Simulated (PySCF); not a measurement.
A calculated (LDA, PySCF 2.14, x2c-TZVPPall, the spin-free X2C one-electron Hamiltonian (Gaussian nucleus)) atom or ion has these occupied shells.

```csv
shell,electrons,orbital energy (eV),"rms radius, mean of both spins (bohr)"
1s β,1,-15891.0,0.0451
1s α,1,-15891.0,0.0451
2s α,1,-2152.7,0.187
2s β,1,-2152.7,0.187
2p α,3,-1915.1,0.166
2p β,3,-1915.1,0.166
3s α,1,-331.40,0.528
3s β,1,-331.40,0.528
3p α,3,-254.66,0.539
3p β,3,-254.65,0.539
3d α,5,-127.33,0.551
3d β,5,-127.32,0.551
4s α,1,-39.849,1.45
4s β,1,-39.719,1.45
4p α,3,-21.908,1.70
4p β,3,-21.756,1.70
5s β,1,-3.408,4.69
4d α,1,-1.086,4.34
```

Q: Name the element and its charge.

A: Sr (strontium, neutral), in [Kr] 4d1 5s1, 5s spin antiparallel (an excited configuration).
